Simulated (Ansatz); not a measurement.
Abridged output of a molecular run in Ansatz:

```
Functional definition: HF
861 factors; integrals over basis functions are off by at most 1.1e-3 eV
mean field evaluation 1: about -80332.2137 eV, gradient 3.5e1 eV
mean field evaluation 2: about -80332.2942 eV, gradient 3.5e1 eV
mean field evaluation 4: about -80335.3748 eV, gradient 3.1e0 eV
mean field evaluation 8: about -80335.4590 eV, gradient 2.2e-1 eV
mean field -80335.45928162 eV, -2952.2736752694 hartree, gradient 1.1e-6 eV, S^2 0.000000; 0 other end points of the search recorded, 0 dependent functions left out
16 core orbitals not correlated: weight in the atoms' cores, before any rotation towards them, 1.000 or more for the frozen orbitals, at most 0.000 for the correlated occupied ones
reference -80335.45928162 eV, -2952.2736752694 hartree; 17, 17 occupied and 55, 55 virtual orbitals, 861 factors
second order -18.14894283 eV of doubles, -0.00000000 eV of singles
cycle   1  -18.21674596 eV  change   -6.8e-2 eV  update   1.0e-1
cycle   2  -18.70754448 eV  change   -4.9e-1 eV  update   3.1e-2
cycle   3  -18.81462658 eV  change   -1.1e-1 eV  update   1.6e-2
cycle   4  -18.80592874 eV  change    8.7e-3 eV  update   3.8e-3
cycle   5  -18.80798388 eV  change   -2.1e-3 eV  update   1.7e-3
cycle   6  -18.80793075 eV  change    5.3e-5 eV  update   4.9e-4
cycle   7  -18.80754572 eV  change    3.9e-4 eV  update   2.4e-4
cycle   8  -18.80753286 eV  change    1.3e-5 eV  update   9.0e-5
cycle   9  -18.80753667 eV  change   -3.8e-6 eV  update   3.0e-5
perturbative correction -0.62575695 eV, -0.0229961438 hartree
Total energy: -80354.89257524 eV, -2952.9878356377 hartree
```

Its atoms:

```xyz
6

N    -1.2546    0.1233    0.8512
C    -0.3855   -0.0105   -0.0333
Cl   -0.8778   -0.2909   -1.6728
Se    1.5115    0.0651    0.2396
H    -0.8632    0.2828    1.7766
H     1.8696   -0.1697   -1.1613
```

Question: Which basis set was used?
A. cc-pV(Q+d)Z
B. def2-SVP
C. def2-QZVPP
D. def2-TZVPP

Answer: B. It gives 88 functions.

Question: Write the keys of the input that set method, charge and spin (a neutral closed shell needs none for the last two).

Answer: 
```yaml
correlation: {method: ccsd_t}
```
